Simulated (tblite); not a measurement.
Parent: `[CH3:1][C@:2]1([CH2:3][CH2:4][F:5])[CH2:6][NH:7][SiH2:8][NH:9]1` with C1–C2–C3–C4 -172°, C2–C3–C4–F5 88°, C1–C2–C6–N7 -143°, C2–C6–N7–Si8 27°, C6–N7–Si8–N9 -17°, N7–Si8–N9–C2 1°, C5H13FN2Si.

Structures optimised with GFN2-xTB, isolated species. One conformer each, not checked by frequencies here.

| coordinate of the parent | value |
| --- | --- |
| C1–C2 | 1.534 Å |
| C2–C3 | 1.546 Å |
| C3–C4 | 1.522 Å |
| C4–F5 | 1.377 Å |
| C2–C6 | 1.541 Å |
| C6–N7 | 1.446 Å |
| N7–Si8 | 1.716 Å |
| Si8–N9 | 1.711 Å |
| C2–N9 | 1.444 Å |
| C1–C2–C3 | 108.1° |
| C1–C2–C6 | 110.3° |
| C1–C2–N9 | 109.7° |
| C3–C2–C6 | 112.0° |
| C3–C2–N9 | 111.0° |
| C6–C2–N9 | 105.6° |
| C2–C3–C4 | 114.7° |
| C3–C4–F5 | 110.9° |
| C2–C6–N7 | 107.9° |
| C6–N7–Si8 | 112.7° |
| N7–Si8–N9 | 91.1° |
| C2–N9–Si8 | 116.1° |

Problem. How does the shared frame change in `[F:1][CH2:2][CH2:3][C@@:4]1([SiH3:5])[CH2:6][NH:7][SiH2:8][NH:9]1` with F1–C2–C3–C4 71°, C2–C3–C4–Si5 -50°, C3–C4–C6–N7 79°, C4–C6–N7–Si8 32°, C6–N7–Si8–N9 -13°, N7–Si8–N9–C4 -12°, C4H13FN2Si2? Atoms pair as C2 = C4, C3 = C3, C4 = C2, F5 = F1, C6 = C6, N7 = N7, Si8 = Si8, N9 = N9 (parent first).

Solution. 
| parent | relative | value in the relative | change |
| --- | --- | --- | --- |
| C2–C3 | C4–C3 | 1.537 Å | -0.009 |
| C3–C4 | C3–C2 | 1.517 Å | -0.005 |
| C4–F5 | C2–F1 | 1.379 Å | +0.002 |
| C2–C6 | C4–C6 | 1.530 Å | -0.011 |
| C6–N7 | C6–N7 | 1.448 Å | +0.002 |
| N7–Si8 | N7–Si8 | 1.722 Å | +0.006 |
| Si8–N9 | Si8–N9 | 1.719 Å | +0.008 |
| C2–N9 | C4–N9 | 1.460 Å | +0.016 |
| C3–C2–C6 | C3–C4–C6 | 110.2° | -1.8 |
| C3–C2–N9 | C3–C4–N9 | 109.3° | -1.7 |
| C6–C2–N9 | C6–C4–N9 | 103.7° | -1.9 |
| C2–C3–C4 | C4–C3–C2 | 114.8° | +0.1 |
| C3–C4–F5 | C3–C2–F1 | 110.5° | -0.4 |
| C2–C6–N7 | C4–C6–N7 | 106.7° | -1.2 |
| C6–N7–Si8 | C6–N7–Si8 | 111.1° | -1.6 |
| N7–Si8–N9 | N7–Si8–N9 | 91.9° | +0.8 |
| C2–N9–Si8 | C4–N9–Si8 | 112.8° | -3.3 |

Of the parent's bonds, C2–N9 changes most (+0.016 Å). Bonds of the relative outside the shared frame: C4–Si5 1.917 Å. Point group C1 → C1.

Problem. How does the shared frame change in `[CH3:1][C@:2]1([CH2:3][SiH2:4][F:5])[CH2:6][NH:7][SiH2:8][NH:9]1` with C1–C2–C3–Si4 173°, C2–C3–Si4–F5 104°, C1–C2–C6–N7 -84°, C2–C6–N7–Si8 -30°, C6–N7–Si8–N9 12°, N7–Si8–N9–C2 11°, C4H13FN2Si2? Atoms pair as C1 = C1, C2 = C2, C3 = C3, C6 = C6, N7 = N7, Si8 = Si8, N9 = N9 (parent first).

Solution. 
```json
{"parent": "C1–C2", "relative": "C1–C2", "value in the relative": "1.534 Å", "change": "0.000"}
{"parent": "C2–C3", "relative": "C2–C3", "value in the relative": "1.533 Å", "change": "-0.013"}
{"parent": "C2–C6", "relative": "C2–C6", "value in the relative": "1.536 Å", "change": "-0.005"}
{"parent": "C6–N7", "relative": "C6–N7", "value in the relative": "1.444 Å", "change": "-0.002"}
{"parent": "N7–Si8", "relative": "N7–Si8", "value in the relative": "1.719 Å", "change": "+0.003"}
{"parent": "Si8–N9", "relative": "Si8–N9", "value in the relative": "1.719 Å", "change": "+0.008"}
{"parent": "C2–N9", "relative": "C2–N9", "value in the relative": "1.452 Å", "change": "+0.008"}
{"parent": "C1–C2–C3", "relative": "C1–C2–C3", "value in the relative": "110.1°", "change": "+2.0"}
{"parent": "C1–C2–C6", "relative": "C1–C2–C6", "value in the relative": "109.8°", "change": "-0.5"}
{"parent": "C1–C2–N9", "relative": "C1–C2–N9", "value in the relative": "110.9°", "change": "+1.2"}
{"parent": "C3–C2–C6", "relative": "C3–C2–C6", "value in the relative": "111.4°", "change": "-0.6"}
{"parent": "C3–C2–N9", "relative": "C3–C2–N9", "value in the relative": "109.8°", "change": "-1.2"}
{"parent": "C6–C2–N9", "relative": "C6–C2–N9", "value in the relative": "104.8°", "change": "-0.8"}
{"parent": "C2–C6–N7", "relative": "C2–C6–N7", "value in the relative": "106.8°", "change": "-1.1"}
{"parent": "C6–N7–Si8", "relative": "C6–N7–Si8", "value in the relative": "111.8°", "change": "-0.9"}
{"parent": "N7–Si8–N9", "relative": "N7–Si8–N9", "value in the relative": "92.0°", "change": "+0.9"}
{"parent": "C2–N9–Si8", "relative": "C2–N9–Si8", "value in the relative": "113.0°", "change": "-3.1"}
```

Of the parent's bonds, C2–C3 changes most (-0.013 Å). Bonds of the relative outside the shared frame: C3–Si4 1.901, Si4–F5 1.620 Å. Point group C1 → C1.

Problem. How does the shared frame change in `[F:1][CH2:2][CH2:3][C@@H:4]1[CH2:5][NH:6][SiH2:7][NH:8]1` with F1–C2–C3–C4 73°, C2–C3–C4–C5 -65°, C3–C4–C5–N6 -156°, C4–C5–N6–Si7 31°, C5–N6–Si7–N8 -13°, N6–Si7–N8–C4 -10°, C4H11FN2Si? Atoms pair as C2 = C4, C3 = C3, C4 = C2, F5 = F1, C6 = C5, N7 = N6, Si8 = Si7, N9 = N8 (parent first).

Solution. 
```
   parent   relative  value in the relative  change
    C2–C3      C4–C3                1.533 Å  -0.013
    C3–C4      C3–C2                1.521 Å  -0.001
    C4–F5      C2–F1                1.375 Å  -0.002
    C2–C6      C4–C5                1.532 Å  -0.009
    C6–N7      C5–N6                1.447 Å  +0.001
   N7–Si8     N6–Si7                1.719 Å  +0.003
   Si8–N9     Si7–N8                1.722 Å  +0.011
    C2–N9      C4–N8                1.448 Å  +0.004
 C3–C2–C6   C3–C4–C5                 112.9°    +0.9
 C3–C2–N9   C3–C4–N8                 110.3°    -0.7
 C6–C2–N9   C5–C4–N8                 105.4°    -0.2
 C2–C3–C4   C4–C3–C2                 113.5°    -1.2
 C3–C4–F5   C3–C2–F1                 111.4°    +0.5
 C2–C6–N7   C4–C5–N6                 106.2°    -1.7
C6–N7–Si8  C5–N6–Si7                 111.8°    -0.9
N7–Si8–N9  N6–Si7–N8                  92.0°    +0.9
C2–N9–Si8  C4–N8–Si7                 112.6°    -3.5
```

Of the parent's bonds, C2–C3 changes most (-0.013 Å). Point group C1 → C1.

Problem. How does the shared frame change in `[NH2:1][CH2:2][C@:3]1([CH2:4][CH2:5][F:6])[CH2:7][NH:8][SiH2:9][NH:10]1` with H–N1–C2–C3 48° and 167°, N1–C2–C3–C4 176°, C2–C3–C4–C5 69°, C3–C4–C5–F6 178°, C2–C3–C7–N8 -154°, C3–C7–N8–Si9 30°, C7–N8–Si9–N10 -12°, N8–Si9–N10–C3 -12°, C5H14FN3Si? Atoms pair as C1 = C2, C2 = C3, C3 = C4, C4 = C5, F5 = F6, C6 = C7, N7 = N8, Si8 = Si9, N9 = N10 (parent first).

Solution. 
```
   parent    relative  value in the relative  change
    C1–C2       C2–C3                1.538 Å  +0.004
    C2–C3       C3–C4                1.543 Å  -0.003
    C3–C4       C4–C5                1.521 Å  -0.001
    C4–F5       C5–F6                1.376 Å  -0.001
    C2–C6       C3–C7                1.538 Å  -0.003
    C6–N7       C7–N8                1.448 Å  +0.002
   N7–Si8      N8–Si9                1.718 Å  +0.002
   Si8–N9     Si9–N10                1.721 Å  +0.010
    C2–N9      C3–N10                1.447 Å  +0.003
 C1–C2–C3    C2–C3–C4                 111.3°    +3.2
 C1–C2–C6    C2–C3–C7                 110.6°    +0.3
 C1–C2–N9   C2–C3–N10                 109.5°    -0.2
 C3–C2–C6    C4–C3–C7                 108.3°    -3.7
 C3–C2–N9   C4–C3–N10                 112.4°    +1.4
 C6–C2–N9   C7–C3–N10                 104.4°    -1.2
 C2–C3–C4    C3–C4–C5                 114.7°     0.0
 C3–C4–F5    C4–C5–F6                 109.6°    -1.3
 C2–C6–N7    C3–C7–N8                 106.4°    -1.5
C6–N7–Si8   C7–N8–Si9                 111.7°    -1.0
N7–Si8–N9  N8–Si9–N10                  91.8°    +0.7
C2–N9–Si8  C3–N10–Si9                 113.1°    -3.0
```

Of the parent's bonds, Si8–N9 changes most (+0.010 Å). Bonds of the relative outside the shared frame: N1–C2 1.453 Å. Point group C1 → C1.

Problem. How does the shared frame change in `[CH3:1][C@:2]1([SiH2:3][CH2:4][F:5])[CH2:6][NH:7][SiH2:8][NH:9]1` with C1–C2–Si3–C4 76°, C2–Si3–C4–F5 -46°, C1–C2–C6–N7 -81°, C2–C6–N7–Si8 -31°, C6–N7–Si8–N9 12°, N7–Si8–N9–C2 12°, C4H13FN2Si2? Atoms pair as C1 = C1, C2 = C2, C6 = C6, N7 = N7, Si8 = Si8, N9 = N9 (parent first).

Solution. 
```csv
parent,relative,value in the relative,change
C1–C2,C1–C2,1.531 Å,-0.003
C2–C6,C2–C6,1.534 Å,-0.007
C6–N7,C6–N7,1.445 Å,-0.001
N7–Si8,N7–Si8,1.721 Å,+0.005
Si8–N9,Si8–N9,1.724 Å,+0.013
C2–N9,C2–N9,1.462 Å,+0.018
C1–C2–C6,C1–C2–C6,109.6°,-0.7
C1–C2–N9,C1–C2–N9,111.1°,+1.4
C6–C2–N9,C6–C2–N9,104.6°,-1.0
C2–C6–N7,C2–C6–N7,106.5°,-1.4
C6–N7–Si8,C6–N7–Si8,111.4°,-1.3
N7–Si8–N9,N7–Si8–N9,92.3°,+1.2
C2–N9–Si8,C2–N9–Si8,112.0°,-4.1
```

Of the parent's bonds, C2–N9 changes most (+0.018 Å). Bonds of the relative outside the shared frame: C2–Si3 1.915, Si3–C4 1.922, C4–F5 1.383 Å. Point group C1 → C1.

These are computed values.
